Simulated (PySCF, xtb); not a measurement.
Te(SiH3)(GeH3) (GeH6SiTe), SMILES [Te]([GeH3])[SiH3].

GFN2-xTB (xtb) at its own geometry gives an orbital gap of 4.13 eV and a dipole moment of 1.61 D.

Geometry: PBE-D3(BJ)/def2-SVP. The structure was generated by enumeration, and PubChem lists no compound with its InChIKey, so it may never have been made. The def2 effective core potentials stand for the cores of Te; spin–orbit coupling is left out.

Question: What does CAM-B3LYP/def2-TZVP run with PySCF give? (Estimate from the structure and the level; the computed values follow.)

Answer: gap 7.57 eV (levels -7.63 and -0.06 eV), dipole 0.76 D.
